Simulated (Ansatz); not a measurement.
One change: `CS[SiH2]BO` becomes `CS[SiH2]O[SiH3]`.

Ansatz, PBE0-D4/def2-TZVP geometries, multiplicity 1. Each molecule was computed in one conformer, which needn't be the lowest.

```csv
property,`CS[SiH2]BO`
HOMO–LUMO gap (PBE/def2-TZVPP) / eV,3.22
HOMO–LUMO gap (ωB97M-V/def2-TZVPP) / eV,9.41
HOMO energy (PBE0/def2-TZVPP) / eV,-6.74
HOMO energy (B3LYP/def2-TZVPP) / eV,-6.52
HOMO–LUMO gap (PBE0/def2-TZVPP) / eV,5.32
HOMO–LUMO gap (B3LYP/def2-TZVPP) / eV,4.92
```

**Question.** What does the change do to each property? (Estimate.)

**Answer.** Computed: 
| property | `CS[SiH2]O[SiH3]` | shift |
| --- | --- | --- |
| HOMO–LUMO gap (PBE/def2-TZVPP) / eV | 5.02 | 1.80 |
| HOMO–LUMO gap (ωB97M-V/def2-TZVPP) / eV | 11.00 | 1.59 |
| HOMO energy (PBE0/def2-TZVPP) / eV | -7.18 | -0.44 |
| HOMO energy (B3LYP/def2-TZVPP) / eV | -6.94 | -0.42 |
| HOMO–LUMO gap (PBE0/def2-TZVPP) / eV | 7.09 | 1.77 |
| HOMO–LUMO gap (B3LYP/def2-TZVPP) / eV | 6.65 | 1.73 |

With PBE0 the HOMO falls by 0.44 eV and the LUMO rises by 1.32 eV, so the gap widens by about 1.76 eV. PBE moves the HOMO by -0.43 eV and ωB97M-V by -0.50 eV.

B3LYP here is the variant with VWN-RPA as its local correlation; programs differ in this.
